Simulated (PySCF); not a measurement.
Compound: C4H11BO.
Geometry (PBE0-D3(BJ)/def2-SVP, Å), atoms numbered from 1 in this order:
```
atom  x, y, z in Å
B1     2.2745    0.5171   -0.1908
O2     0.6851    0.2264   -0.3035
C3    -0.1884    1.2347    0.2200
C4    -1.5701    0.5964    0.1576
C5    -1.2911   -0.9230    0.1507
C6     0.2270   -1.0290    0.2137
H7     2.7852   -0.4324   -0.7621
H8     2.4902    0.5532    1.0182
H9     2.4154    1.5888   -0.7568
H10   -0.0536    2.1292   -0.3992
H11    0.1327    1.4607    1.2509
H12   -2.0985    0.8969   -0.7575
H13   -2.1866    0.9098    1.0110
H14   -1.7572   -1.4432    0.9984
H15   -1.6767   -1.3829   -0.7695
H16    0.6071   -1.1311    1.2443
H17    0.6710   -1.8142   -0.4092
```

All values: wB97X-D/def2-SVPD (PySCF, non-relativistic), on one gas-phase PBE0-D3(BJ)/def2-SVP geometry that isn't relaxed in the solvent. The solvent is an IEF-PCM continuum (cavity from Bondi-type radii × 1.2), and excitations are vertical TDDFT with non-equilibrium linear response and a frozen core. Specific hydrogen bonds and non-electrostatic terms are outside this model.

```
run  E − E(gas) (kcal/mol)  HOMO (eV)  HOMO–LUMO gap (eV)  dipole (D)  lowest singlet (eV)  static polarisability (au)
gas                   0.00      -9.58               11.50        5.57                 7.61                        68.8
  P                  -3.66      -9.82               11.94        6.16                 7.82                        77.8
  Q                  -5.67      -9.95               12.12        6.49                 7.94                        84.1
```

Question: The runs were made in benzene and chloroform. Which run belongs to which solvent?

Answer: P = benzene, Q = chloroform. The dielectric constants are 2.271 (benzene), 4.711 (chloroform), and the energy falls further as ε rises. The optical constants n² used for the excitations are 2.25, 2.09 in the same order. In this model the ground state sees the solvent through ε alone.

Question: How constant is the ratio of the lowering to (ε − 1)/(2ε + 1)?

Answer: 
| solvent | (ε − 1)/(2ε + 1) | E − E(gas) (kcal/mol) | ratio (kcal/mol) | polarisation term (kcal/mol) |
| --- | --- | --- | --- | --- |
| benzene | 0.229 | -3.66 | -16.0 | -3.96 |
| chloroform | 0.356 | -5.67 | -15.9 | -6.39 |

The ratio changes by -0.4 % in size from benzene to chloroform. The polarisation term is half the interaction of the solute with the induced surface charges.

Hardware: one thread, Arm Neoverse V1, on a shared host. Cost: 30 s wall. This is the whole response run at wB97X-D/def2-SVPD in chloroform, SCF included.

wB97X-D is run here without its empirical dispersion term; that term would change no orbital, density or response property at a fixed geometry.
